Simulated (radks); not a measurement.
The numbers below are computed, except where a source is named.
All-electron atom: Pb44+ in [Kr] 4d2 (the NIST ground configuration). Code: a radial shooting solver on a logarithmic mesh with Libxc functionals. Model: Dirac Kohn-Sham, exchange-only PBE, spin-unpolarised, spherical densities, finite nucleus; open shells fill j = l - 1/2 first; Fermi nuclear charge, rms radius 5.5012 fm.

Spin-orbit splittings of the eigenvalues, e(l+1/2) - e(l-1/2), with zeta = 2 splitting/(2l+1) and mean radii in bohr:

| shell | occ. | splitting (eV) | zeta (eV) | <r> j=l-1/2 | <r> j=l+1/2 |
|---|---|---|---|---|---|
| 2p | 6 | 2191 | 1461 | 0.05485 | 0.06375 |
| 3p | 6 | 502.4 | 335.0 | 0.1624 | 0.1779 |
| 3d | 10 | 107.8 | 43.11 | 0.1542 | 0.1589 |
| 4p | 6 | 160.2 | 106.8 | 0.3451 | 0.3682 |
| 4d | 2 | 34.01 | 13.61 | 0.3558 | 0.3622 |
